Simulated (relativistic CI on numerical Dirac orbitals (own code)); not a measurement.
Main line and satellite in the 2p photoemission of Cu2+: a two-state model

Problem. An octahedral Cu2+ site (d9) has Δ = 1.6, V(eg) = 1.6, 10Dq = 0.35, 10Dq(ligand) = 1 and a core-hole attraction U_cd = 8.6 eV. Δ is defined between configuration averages. Find the d count, the distance of the satellite and its intensity.

Working.
1. The hole has eg symmetry. Its energy is −0.6 × 10Dq in d9 and Δ − 0.6 × 10Dq(ligand) in d10L, so the gap is Δ' = 1.21 eV.
2. Ground state cos θ |d9⟩ − sin θ |d10L⟩ with tan 2θ = 2V/Δ', θ = 34.6°: weights 0.677 and 0.323, n_d = 9.323.
3. The core hole pulls d10L down by U_cd: the gap becomes Δ' − U_cd = -7.39 eV, the hopping is V' = 1.60 eV, and tan 2θ' = 2V'/(Δ' − U_cd) gives θ' = 78.3°.
4. The two final states lie W = √[(Δ' − U_cd)² + 4V'²] = 8.05 eV apart. The lower, mostly d10L, is the main line.
5. In the sudden approximation the intensities are cos²(θ' − θ) and sin²(θ' − θ), so satellite/main = tan²(43.6°) = 0.91.

Check. The full cluster calculation (with spin-orbit coupling and 2p-3d multiplets, which spread the d9 satellite) gives n_d = 9.320; in its broadened 2p3/2 spectrum, cut halfway, the centroids lie 8.02 eV apart with an area ratio of 0.91.
